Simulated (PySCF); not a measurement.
Geometry:
```tsv
atom	x (Å)	y (Å)	z (Å)
Si1	0.208	-0.004	0.154
S2	0.153	0.049	2.309
H3	0.943	-1.035	2.465
S4	2.239	-0.046	-0.565
H5	2.620	1.056	0.119
C6	-0.696	1.541	-0.387
H7	-0.197	2.447	-0.012
H8	-1.731	1.534	-0.008
H9	-0.724	1.590	-1.486
C10	-0.573	-1.557	-0.534
H11	-1.628	-1.616	-0.228
H12	-0.056	-2.458	-0.171
H13	-0.527	-1.555	-1.635
```

[PySCF: geometry: PBE0-D3(BJ)/def2-SVP; shieldings: GIAO PBE0/pcSseg-1; relativity neglected; rapidly exchanging positions averaged; isolated molecule; one computed conformer]

δ = σ(ref) − σ, references computed at the same level: TMS for ¹³C and ¹H and ²⁹Si; ³³S vs CS2.

| atoms | nucleus | count | δ (ppm) |
| --- | --- | --- | --- |
| H7/H8/H9/H11/H12/H13 | ¹H | 6 | ? |
| S2/S4 | ³³S | 2 | -161 |
| Si1 | ²⁹Si | 1 | 37.9 |
| C6/C10 | ¹³C | 2 | ? |
| H3/H5 | ¹H | 2 | 0.64 |

Problem. Estimate the values marked ?.

Solution. 
- C6/C10: 6.1 ppm, carbon bonded to Si, 3 H
- H7/H8/H9/H11/H12/H13: 0.45 ppm, hydrogen on a carbon bonded to Si

OH and NH positions are those of a molecule without intermolecular hydrogen bonds; in solution they move with solvent, concentration and temperature, and exchange usually removes their couplings. Shifts are as computed. Against solution values, carbons near 30 ppm lie about +2 ppm off and those near 130 ppm about +5 ppm. Of 1211 compounds with measured shifts, 218 miss one by over three times the rms of a fit or turn the order of signals round; such compounds aren't used in these exercises.
